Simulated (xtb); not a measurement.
bromine (Br₂), singlet, geometry from GFN2-xTB; GFN0-xTB in xtb 6.7.1.

Here is a job for xtb.
```
$ xtb mol.xyz --gfn 0 --json

# file mol.xyz
2

Br    -0.00000000    -0.00000000    -1.14062493
Br     0.00000000     0.00000000     1.14062493
```

Problem. What does xtb print? Leave out banner, timings and long lists.

Solution. 
```
   ID    Z sym.   atoms
    1   35 Br     1, 2

           -------------------------------------------------
          |                Calculation Setup                |
           -------------------------------------------------

           -------------------------------------------------
          |                 G F N 0 - x T B                 |
           -------------------------------------------------

          ...................................................
          :                      SETUP                      :
          :.................................................:
          :  # basis functions                  20          :
          :  # atomic orbitals                  18          :
          :  # shells                            6          :
          :  # electrons                        14          :
          :  electronic temp.          300.0000000     K    :
          :  accuracy                    1.0000000          :
          :  -> integral cutoff          0.2500000E+02      :
          :  -> integral neglect         0.1000000E-07      :
          ...................................................

         :::::::::::::::::::::::::::::::::::::::::::::::::::::
         ::                     SUMMARY                     ::
         :::::::::::::::::::::::::::::::::::::::::::::::::::::
         :: total energy              -7.306404867018 Eh    ::
         :: gradient norm              0.003870946560 Eh/a0 ::
         :: HOMO-LUMO gap              2.553339748973 eV    ::
         ::.................................................::
         :: H0 energy                 -7.308167844079 Eh    ::
         :: repulsion energy           0.002022842259 Eh    ::
         :: electrostat energy         0.000000000000 Eh    ::
         :: -> Gsolv                   0.000000000000 Eh    ::
         ::    -> Gsasa                0.000000000000 Eh    ::
         ::    -> Gshift               0.000000000000 Eh    ::
         :: dispersion energy         -0.000259865197 Eh    ::
         :: short-range corr.          0.000000000000 Eh    ::
         :: add. restraining           0.000000000000 Eh    ::
         :: total charge               0.000000000000 e     ::
         :::::::::::::::::::::::::::::::::::::::::::::::::::::

           -------------------------------------------------
          |                Property Printout                |
           -------------------------------------------------

    * Orbital Energies and Occupations

         #    Occupation            Energy/Eh            Energy/eV
      -------------------------------------------------------------
         1        2.0000           -0.7466452             -20.3173
         2        2.0000           -0.7136429             -19.4192
         3        2.0000           -0.4784622             -13.0196
         4        2.0000           -0.4552821             -12.3889
         5        2.0000           -0.4552821             -12.3889
         6        2.0000           -0.4023847             -10.9494
         7        2.0000           -0.4023847             -10.9494 (HOMO)
         8                         -0.3085512              -8.3961 (LUMO)
         9                         -0.0496648              -1.3514
        10                         -0.0496648              -1.3514
        11                         -0.0467125              -1.2711
        12                         -0.0467125              -1.2711
        13                         -0.0291029              -0.7919
        14                         -0.0291029              -0.7919
        15                          0.0042527               0.1157
        16                          0.0638063               1.7363
        17                          0.0638063               1.7363
        18                          0.5667702              15.4226
      -------------------------------------------------------------
                  HL-Gap            0.0938335 Eh            2.5533 eV
             Fermi-level            0.0000000 Eh            0.0000 eV

     #   Z          covCN         q      C6AA      α(0)
     1  35 Br       0.977    -0.000   180.639    21.685
     2  35 Br       0.977     0.000   180.639    21.685

 Mol. C6AA /au·bohr⁶  :        722.557909
 Mol. C8AA /au·bohr⁸  :      45686.606859
 Mol. α(0) /au        :         43.369375

Wiberg/Mayer (AO) data.
largest (>0.10) Wiberg bond orders for each atom

 ---------------------------------------------------------------------------
     #   Z sym  total        # sym  WBO       # sym  WBO       # sym  WBO
 ---------------------------------------------------------------------------
     1  35 Br   1.444 --     2 Br   1.444
     2  35 Br   1.444 --     1 Br   1.444
 ---------------------------------------------------------------------------

Topologies differ in total number of bonds
Writing topology from bond orders to xtbtopo.mol

 dipole moment from electron density (au)
     X       Y       Z
  -0.0000   0.0000  -0.0000  total (Debye):    0.000

           -------------------------------------------------
          | TOTAL ENERGY               -7.306404867018 Eh   |
          | GRADIENT NORM               0.003870946560 Eh/α |
          | HOMO-LUMO GAP               2.553339748973 eV   |
           -------------------------------------------------

normal termination of xtb
```
